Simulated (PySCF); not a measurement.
A geometry optimisation, step by step.

Species: C3H8BFO.
Atom-mapped SMILES: `[CH3:1][CH:2]([CH3:3])[O:4][BH:5][F:6]` (hydrogens: H7, H8, H9 on C1; H10 on C2; H11, H12, H13 on C3; H14 on B5)

Computed by this run: PySCF 2.14.0, PBE0-D3(BJ)/def2-SVP geometry optimisation, gas phase; density fitting, grid level 1; the optimiser is geomeTRIC in internal coordinates, started from a GFN2-xTB structure with every atom displaced at random (about 0.01 Å). The frame can shift and turn from step to step; on so coarse a grid that alone can change the energy by a few meV, and forces under 0.02 eV/Å are noise.

Step 0: E = -8668.6151 eV, largest atomic force 3.820 eV/Å
```
atom  x, y, z in Å  |  force x, y, z in eV/Å
C1     -1.364    0.730   -0.332    0.010   1.707   0.918
C2     -0.273    0.106    0.475    0.739  -0.328   0.110
C3     -0.339   -1.416    0.391    1.474   0.825   0.476
O4      1.012    0.569   -0.056   -3.512  -0.724  -1.315
B5      2.087    0.686    0.629    1.384  -0.002   2.370
F6      2.126    0.417    1.946   -0.102  -0.071  -0.093
H7     -2.342    0.444    0.050   -0.330  -0.143   0.164
H8     -1.296    1.844   -0.286   -0.073  -0.498   0.006
H9     -1.304    0.461   -1.359    0.134  -0.479  -1.339
H10    -0.346    0.419    1.537    0.098  -0.024  -0.273
H11     0.473   -1.846    1.006   -0.121  -0.071  -0.206
H12    -1.266   -1.771    0.784   -1.047  -0.363   0.345
H13    -0.227   -1.727   -0.640    0.061  -0.266  -0.505
H14     3.052    1.068    0.127    1.285   0.436  -0.658
```

Step 1: E = -8668.8168 eV, largest atomic force 0.985 eV/Å
```
atom  x, y, z in Å  |  force x, y, z in eV/Å
C1     -2.154    0.404   -0.523   -0.025  -0.358  -0.224
C2     -1.084   -0.376    0.218   -0.059   0.112  -0.153
C3     -1.276   -1.877    0.169   -0.239  -0.124  -0.078
O4      0.160   -0.056   -0.410    0.805   0.149   0.548
B5      1.301    0.073    0.317   -0.612   0.015  -0.702
F6      1.286   -0.166    1.621    0.074  -0.011   0.254
H7     -3.153    0.170   -0.127    0.007   0.051   0.009
H8     -1.976    1.482   -0.437    0.001   0.128   0.011
H9     -2.131    0.134   -1.598   -0.032   0.076   0.231
H10    -1.048   -0.040    1.269   -0.013  -0.051   0.001
H11    -0.492   -2.391    0.740    0.057  -0.015   0.028
H12    -2.253   -2.177    0.591    0.138   0.099  -0.053
H13    -1.230   -2.226   -0.877   -0.008   0.015   0.084
H14     2.323    0.422   -0.226   -0.093  -0.085   0.045
```

Step 2: E = -8668.8278 eV, largest atomic force 0.574 eV/Å
```
atom  x, y, z in Å  |  force x, y, z in eV/Å
C1     -2.155    0.398   -0.529    0.053  -0.039  -0.037
C2     -1.086   -0.377    0.215   -0.013   0.048  -0.073
C3     -1.285   -1.879    0.154   -0.004  -0.043  -0.022
O4      0.175   -0.052   -0.384    0.200   0.005   0.538
B5      1.302    0.082    0.341   -0.007  -0.017  -0.479
F6      1.342   -0.093    1.659   -0.236  -0.010   0.007
H7     -3.155    0.162   -0.136    0.012   0.019   0.022
H8     -1.985    1.480   -0.434   -0.017   0.002  -0.009
H9     -2.132    0.139   -1.599   -0.011   0.006   0.026
H10    -1.066   -0.056    1.270   -0.013  -0.015   0.022
H11    -0.508   -2.399    0.733   -0.001  -0.005  -0.007
H12    -2.265   -2.164    0.564    0.015   0.028   0.003
H13    -1.231   -2.225   -0.890   -0.004  -0.003   0.008
H14     2.322    0.363   -0.236    0.027   0.024  -0.001
```

Step 3: E = -8668.8296 eV, largest atomic force 0.478 eV/Å
```
atom  x, y, z in Å  |  force x, y, z in eV/Å
C1     -2.148    0.392   -0.526    0.103   0.267   0.142
C2     -1.076   -0.382    0.212    0.081   0.009   0.030
C3     -1.287   -1.882    0.140    0.238   0.052   0.029
O4      0.195   -0.055   -0.370   -0.381  -0.116  -0.264
B5      1.316    0.091    0.336   -0.124  -0.048   0.253
F6      1.267   -0.008    1.666    0.184   0.013   0.042
H7     -3.145    0.161   -0.122    0.010  -0.014   0.028
H8     -1.982    1.478   -0.429   -0.016  -0.108  -0.023
H9     -2.139    0.141   -1.592    0.006  -0.061  -0.191
H10    -1.062   -0.074    1.271   -0.011   0.012  -0.010
H11    -0.515   -2.414    0.718   -0.051   0.016  -0.035
H12    -2.268   -2.147    0.550   -0.111  -0.049   0.059
H13    -1.240   -2.227   -0.902    0.001  -0.018  -0.069
H14     2.358    0.305   -0.222    0.070   0.046   0.009
```

Step 4: E = -8668.8379 eV, largest atomic force 0.084 eV/Å
```
atom  x, y, z in Å  |  force x, y, z in eV/Å
C1     -2.144    0.400   -0.530    0.000   0.017   0.010
C2     -1.082   -0.382    0.215    0.021   0.011  -0.018
C3     -1.288   -1.883    0.146    0.011   0.009  -0.006
O4      0.182   -0.062   -0.373    0.024  -0.040   0.034
B5      1.306    0.080    0.340   -0.039   0.071  -0.023
F6      1.294   -0.049    1.667    0.003  -0.024   0.006
H7     -3.142    0.174   -0.128   -0.007   0.008   0.004
H8     -1.969    1.482   -0.438    0.008  -0.008  -0.004
H9     -2.130    0.140   -1.599   -0.003  -0.014  -0.016
H10    -1.066   -0.068    1.272   -0.015  -0.007   0.007
H11    -0.516   -2.412    0.723   -0.003   0.004  -0.003
H12    -2.271   -2.157    0.557   -0.012  -0.012   0.009
H13    -1.239   -2.228   -0.899   -0.005   0.002  -0.006
H14     2.338    0.345   -0.223    0.018  -0.018   0.006
```

Step 5: E = -8668.8382 eV, largest atomic force 0.084 eV/Å
```
atom  x, y, z in Å  |  force x, y, z in eV/Å
C1     -2.141    0.402   -0.534   -0.007  -0.013  -0.011
C2     -1.083   -0.381    0.214    0.004   0.011  -0.006
C3     -1.290   -1.882    0.144   -0.010  -0.001  -0.011
O4      0.183   -0.062   -0.370    0.030   0.020   0.028
B5      1.304    0.085    0.347    0.004  -0.078  -0.031
F6      1.291   -0.064    1.672   -0.010   0.029   0.013
H7     -3.141    0.181   -0.132    0.000   0.007   0.000
H8     -1.963    1.483   -0.445    0.009   0.007  -0.006
H9     -2.127    0.138   -1.603   -0.004  -0.003   0.009
H10    -1.071   -0.067    1.271   -0.013  -0.011   0.004
H11    -0.518   -2.411    0.722    0.004   0.000  -0.001
H12    -2.273   -2.157    0.555    0.006   0.001  -0.001
H13    -1.239   -2.226   -0.901   -0.004   0.002   0.003
H14     2.341    0.341   -0.212   -0.008   0.027   0.010
```

Step 6: E = -8668.8386 eV, largest atomic force 0.038 eV/Å
```
atom  x, y, z in Å  |  force x, y, z in eV/Å
C1     -2.135    0.403   -0.538   -0.001  -0.006  -0.011
C2     -1.082   -0.384    0.213   -0.004   0.007   0.011
C3     -1.295   -1.884    0.139   -0.006  -0.001  -0.010
O4      0.188   -0.069   -0.364   -0.010  -0.001  -0.006
B5      1.304    0.083    0.356    0.026  -0.021   0.017
F6      1.284   -0.049    1.683   -0.009   0.009  -0.001
H7     -3.137    0.191   -0.136    0.006   0.004  -0.001
H8     -1.949    1.484   -0.451    0.007   0.007  -0.008
H9     -2.123    0.137   -1.606   -0.003   0.000   0.008
H10    -1.074   -0.072    1.271   -0.008  -0.008   0.000
H11    -0.525   -2.417    0.717    0.004  -0.004  -0.002
H12    -2.279   -2.157    0.549    0.008   0.006  -0.003
H13    -1.245   -2.225   -0.906   -0.002  -0.001   0.003
H14     2.344    0.339   -0.197   -0.008   0.008   0.004
```

Step 7: E = -8668.8386 eV, largest atomic force 0.116 eV/Å
```
atom  x, y, z in Å  |  force x, y, z in eV/Å
C1     -2.115    0.412   -0.554    0.005  -0.002  -0.008
C2     -1.081   -0.392    0.208   -0.020  -0.003   0.028
C3     -1.310   -1.888    0.123   -0.004  -0.003  -0.004
O4      0.201   -0.090   -0.345   -0.047  -0.013  -0.068
B5      1.302    0.077    0.393    0.053   0.045   0.092
F6      1.252   -0.025    1.722    0.001  -0.015  -0.019
H7     -3.122    0.226   -0.152    0.007  -0.001  -0.004
H8     -1.904    1.488   -0.476    0.003   0.001  -0.007
H9     -2.106    0.135   -1.619    0.002   0.007   0.006
H10    -1.088   -0.086    1.268    0.001  -0.002  -0.005
H11    -0.549   -2.433    0.700    0.000  -0.004  -0.003
H12    -2.299   -2.154    0.526    0.006   0.008  -0.006
H13    -1.259   -2.223   -0.924    0.003  -0.002   0.002
H14     2.352    0.332   -0.142   -0.009  -0.016  -0.004
```

Step 8: E = -8668.8386 eV, largest atomic force 0.097 eV/Å
```
atom  x, y, z in Å  |  force x, y, z in eV/Å
C1     -2.101    0.419   -0.566    0.006  -0.002  -0.003
C2     -1.082   -0.395    0.205   -0.016  -0.007   0.019
C3     -1.320   -1.890    0.111   -0.001  -0.004   0.001
O4      0.209   -0.100   -0.332   -0.041  -0.006  -0.056
B5      1.300    0.072    0.421    0.037   0.043   0.079
F6      1.231   -0.023    1.751    0.001  -0.018  -0.019
H7     -3.112    0.247   -0.169    0.004  -0.002  -0.005
H8     -1.876    1.493   -0.492   -0.001   0.001  -0.003
H9     -2.091    0.137   -1.630    0.006   0.007   0.002
H10    -1.100   -0.094    1.267    0.005   0.002  -0.005
H11    -0.565   -2.442    0.691   -0.002  -0.003  -0.002
H12    -2.313   -2.150    0.507    0.003   0.006  -0.006
H13    -1.264   -2.220   -0.937    0.005  -0.001   0.000
H14     2.356    0.325   -0.100   -0.005  -0.018  -0.004
```

Step 9: E = -8668.8387 eV, largest atomic force under 0.02 eV/Å
```
atom  x, y, z in Å  |  force x, y, z in eV/Å
C1     -2.085    0.428   -0.581    0.004   0.000   0.005
C2     -1.084   -0.395    0.202    0.000  -0.009  -0.004
C3     -1.328   -1.888    0.098    0.003  -0.002   0.006
O4      0.217   -0.105   -0.315   -0.001   0.013  -0.003
B5      1.296    0.062    0.457   -0.011   0.006   0.007
F6      1.206   -0.041    1.784   -0.002  -0.009  -0.004
H7     -3.103    0.267   -0.195   -0.002  -0.001  -0.003
H8     -1.850    1.499   -0.507   -0.003  -0.001   0.004
H9     -2.067    0.145   -1.645    0.008   0.004  -0.005
H10    -1.115   -0.099    1.264    0.006   0.006   0.000
H11    -0.583   -2.447    0.683   -0.004   0.001   0.002
H12    -2.327   -2.144    0.482   -0.005  -0.001  -0.004
H13    -1.263   -2.215   -0.951    0.004   0.002  -0.003
H14     2.360    0.313   -0.048    0.003  -0.008   0.003
```

Problem. Summarise the path.

Solution. The energy falls by 5.16 kcal/mol from step 0 to step 9; nine tenths of that is first reached at step 1. It never rises by more than 0.2 meV. The largest force goes from 3.820 to under 0.02 eV/Å. Among the bonds O4–B5 changes most, from 1.281 to 1.337 Å; the atoms move by 0.099 Å rms after alignment.

The cost below is that of the whole optimisation. The run took 46 s of wall time on one thread of an Arm Neoverse V2 (shared host), and the process peaked at 0.49 GiB of memory.
